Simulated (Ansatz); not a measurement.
In3. The state is a doublet with charge 0. Geometry r2SCAN-D4/def2-SVP.

| atom | x (Å) | y (Å) | z (Å) |
| --- | --- | --- | --- |
| In1 | -0.630 | 1.332 | -1.021 |
| In2 | 0.528 | 0.124 | 1.708 |
| In3 | 0.103 | -1.456 | -0.688 |

In the def2 sets In takes a core potential; there is no spin–orbit coupling. At HF/def2-TZVP, PBE-D4/def2-SVP, r2SCAN-D4/def2-TZVPD, PBE0-D4/def2-TZVP and others the charge 0 doublet is spin-contaminated (final ⟨S²⟩ up to 1.81, 0.75 for a pure state). At PBE0-D4/def2-TZVP a quartet of charge 0 lies 0.21 eV below the doublet, each at its own geometry. The structure comes from a short search, and lower isomers may exist.

(1) Estimate the α-spin orbital energies around the gap (eV) in Ansatz with HF/def2-TZVP, PBE-D4/def2-SVP, r2SCAN-D4/def2-TZVPD, PBE0-D4/def2-TZVP, ωB97M-V/def2-TZVP.

Answers

(1) 
```csv
orbital,HF/def2-TZVP,PBE-D4/def2-SVP,r2SCAN-D4/def2-TZVPD,PBE0-D4/def2-TZVP,ωB97M-V/def2-TZVP
HOMO−9,-27.20,-18.37,-18.82,-20.69,-23.25
HOMO−8,-27.17,-18.32,-18.78,-20.68,-23.23
HOMO−7,-27.13,-18.30,-18.77,-20.61,-23.18
HOMO−6,-27.06,-18.26,-18.72,-20.54,-23.12
HOMO−5,-27.00,-18.25,-18.71,-20.48,-23.06
HOMO−4,-14.79,-10.46,-10.85,-11.73,-14.36
HOMO−3,-10.68,-7.90,-8.12,-8.73,-10.92
HOMO−2,-9.30,-7.42,-7.61,-8.04,-9.93
HOMO−1,-6.15,-4.02,-4.30,-4.67,-6.15
HOMO,-5.95,-3.80,-4.07,-4.48,-6.05
LUMO,-0.40,-3.40,-3.22,-2.69,-1.18
LUMO+1,0.31,-3.24,-3.21,-2.43,-0.90
LUMO+2,0.37,-1.86,-1.71,-1.55,-0.13
LUMO+3,0.91,-1.51,-1.37,-1.16,0.26
LUMO+4,1.60,-0.63,-0.39,-0.03,0.93
LUMO+5,1.90,-0.08,0.20,0.31,1.16
β HOMO,-6.10,-3.69,-4.02,-4.35,-5.98
β LUMO,-0.22,-3.41,-3.21,-2.81,-1.45
```
